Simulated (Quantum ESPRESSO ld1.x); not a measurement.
Question: These are the eigenvalues of the occupied orbitals of an atom or ion with whole-number occupations (eV). All-electron calculation, scalar-relativistic Kohn-Sham, LDA (Slater exchange, Perdew-Zunger correlation), spin-polarised, spherical densities, point nucleus. Program: ld1.x of Quantum ESPRESSO 7.5.

1s up: -13020.2
1s down: -13019.9
2s up: -2146.86
2s down: -2146.53
2p up: -1956.42
2p down: -1956.11
3s up: -665.190
3s down: -664.513
3p up: -604.627
3p down: -603.924
4s up: -307.719

Which element is it, and in what charge state? The configuration may be excited. Open shells, if any, are filled with parallel spins first.

Answer: Z = 34, selenium, charge +15: Se15+ in [Ar] 4s1. The list shows which subshells hold electrons but not how many an open one holds; the 1s level, -478.49 hartree, gives Z - s = 30.9 by -(Z - s)^2/2, which with screening and relativity narrows Z to a few neighbours, and the depths of the outer levels then fix element, charge and occupations together.
